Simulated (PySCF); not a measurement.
PySCF 2.14 output of an unrestricted r2SCAN calculation on a single atom or ion in x2c-QZVPPall (13s8p7d3f2g, 111 functions), with the spin-free X2C one-electron Hamiltonian (Gaussian nucleus):

```
SCF conv_tol = 1e-09
number electrons alpha = 23  beta = 18
    J. W. Furness, A. D. Kaplan, J. Ning, J. P. Perdew, and J. Sun.,  J. Phys. Chem. Lett. 11, 8208-8215 (2020)
    J. W. Furness, A. D. Kaplan, J. Ning, J. P. Perdew, and J. Sun.,  J. Phys. Chem. Lett. 11, 9248-9248 (2020)
    J. W. Furness, A. D. Kaplan, J. Ning, J. P. Perdew, and J. Sun.,  J. Phys. Chem. Lett. 11, 8208-8215 (2020)
    J. W. Furness, A. D. Kaplan, J. Ning, J. P. Perdew, and J. Sun.,  J. Phys. Chem. Lett. 11, 9248-9248 (2020)
cycle= 1 E= -3819.34181926603  delta_E= -0.0121  |g|= 0.0365  |ddm|= 0.139
cycle= 2 E= -3819.34175010409  delta_E= 6.92e-05  |g|= 0.0296  |ddm|= 0.0241
cycle= 3 E= -3819.34187904131  delta_E= -0.000129  |g|= 0.0115  |ddm|= 0.0212
cycle= 4 E= -3819.34193087962  delta_E= -5.18e-05  |g|= 0.0019  |ddm|= 0.00899
cycle= 5 E= -3819.3419327371  delta_E= -1.86e-06  |g|= 0.000246  |ddm|= 0.00168
cycle= 6 E= -3819.34193277107  delta_E= -3.4e-08  |g|= 3.03e-05  |ddm|= 0.000226
cycle= 7 E= -3819.34193277164  delta_E= -5.7e-10  |g|= 8.97e-07  |ddm|= 2.78e-05
converged SCF energy = -3819.34193277164  <S^2> = 8.7521631  2S+1 = 6.000721
```

The run itself started from symmetry-adapted Hartree-Fock orbitals and held the occupation by maximum overlap, on a logarithmic radial grid, so the iterations belong to that start.

Problem. Which element, charge and spin multiplicity is this?

Solution. Nb (niobium, neutral), multiplicity 6; the state was [Kr] 4d5, high-spin 6S determinant (an excited configuration).
